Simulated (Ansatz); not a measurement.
Isolated molecules relaxed with PBE0-D4/def2-TZVP in Ansatz; ΔE leaves out vibrations. CBS: MP2 limit from def2 TZ/QZ plus the TZ coupled-cluster correction, frozen cores. Functionals use def2-TZVPP. B3LYP here is the variant with VWN-RPA as its local correlation; programs differ in this. For Se outer-core shells are correlated without core-valence functions, which leaves a few kJ/mol of doubt a bond. Scalar relativity is left out up to krypton. One conformer a species, not always the lowest.

`OC[Se]CF` + `CC=N` → `C/C=N/CF` + `OC[SeH]`  (substitution at a C–Se bond)

| level | ΔE (kJ/mol) | difference from CCSD(T)/CBS |
| --- | --- | --- |
| PBE-D4 | 5.8 | -0.1 |
| B3LYP-D4 | 3.2 | -2.7 |
| ωB97M-V | 3.9 | -2.0 |
| PBE | 4.0 | -1.9 |
| MP2/def2-TZVPP | 6.3 | 0.4 |
| SCS-MP2/def2-TZVPP | 4.5 | -1.4 |
| MP2/def2-QZVPP | 7.2 | 1.3 |
| SCS-MP2/def2-QZVPP | 5.2 | -0.7 |
| MP2/CBS(def2) | 8.1 | 2.2 |
| CCSD/CBS(def2) | 3.9 | -2.0 |
| CCSD(T)/CBS | 5.9 | 0 |

Largest T1 diagnostic among the species: 0.012.

From PBE to PBE0 (25 % exact exchange), in def2-TZVPP and without D4, ΔE moves by −3.5 kJ/mol. The D4 term adds +3.1 kJ/mol with B3LYP and +1.6 kJ/mol with PBE0; it sums over pairs of atoms, weighted by their polarisabilities, and B3LYP, whose exchange is more repulsive, gets the larger term.
